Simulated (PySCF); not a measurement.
From computed data to an observable: oscillator strength and radiative lifetime

4-sulfanylbutanal (C4H8OS), SMILES O=CCCCS.

Geometry optimised at PBE-D3(BJ)/def2-SVP. One conformer was computed; it need not be the lowest.

TDA-PBE/def2-SVPD run with PySCF puts the first singlet state with f over 0.02 at 5.73 eV (vertical), with the transition dipole (-0.122, 0.408, 0.038) in atomic units.

Find the oscillator strength, the wavelength and the radiative lifetime that this transition would have in vacuum if emission retraced absorption.


|μ|² = 0.1828 au, so |μ| = 1.09 D. ΔE = 5.73/27.211 = 0.2106 hartree. f = (2/3) ΔE |μ|² = 0.026 (the program prints 0.026).
λ = 1239.84/5.73 = 216 nm; ν = 46216 cm⁻¹.
Einstein's coefficient A = 0.6670 ν² f s⁻¹ (ν in cm⁻¹) = 3.7e7 s⁻¹, so τ = 1/A = 27 ns. This state is S5; the lower singlets have f = 0.000, 0.000, 0.004, 0.010. The figure is the radiative limit of this one transition; relaxation, internal conversion, crossing to triplets and a medium change what is measured.
